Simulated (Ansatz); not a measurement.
GeH4 (SMILES [GeH4]) moved off its minimum; all values from Ansatz (an electronic-structure program), cores frozen in correlated methods.
(charge 0, multiplicity 1)
```xyz
5

Ge    -0.0382     0.1098    -0.0996
H     -0.6177    -0.9167    -1.0825
H      0.6444    -0.9702     1.0773
H     -0.9961     0.9173     0.6237
H      1.0701     0.8358    -0.5720
```

Forces at PBE/def2-TZVPP (eV/Å):

| atom | Fx | Fy | Fz |
|---|---|---|---|
| Ge1 | 0.112 | -4.092 | 1.895 |
| H2 | -0.173 | 0.230 | -0.234 |
| H3 | -0.752 | 1.262 | -1.204 |
| H4 | -1.332 | 1.034 | 0.726 |
| H5 | 2.145 | 1.565 | -1.183 |

Task: Give the forces (eV/Å), the total energy and the dipole at CCSD(T)/aug-cc-pVTZ.

Result: 
| atom | Fx | Fy | Fz |
|---|---|---|---|
| Ge1 | 0.144 | -4.347 | 2.041 |
| H2 | -0.194 | 0.263 | -0.267 |
| H3 | -0.780 | 1.309 | -1.245 |
| H4 | -1.407 | 1.106 | 0.736 |
| H5 | 2.237 | 1.668 | -1.265 |
Energy -2077.8699 hartree, dipole 0.94 D.
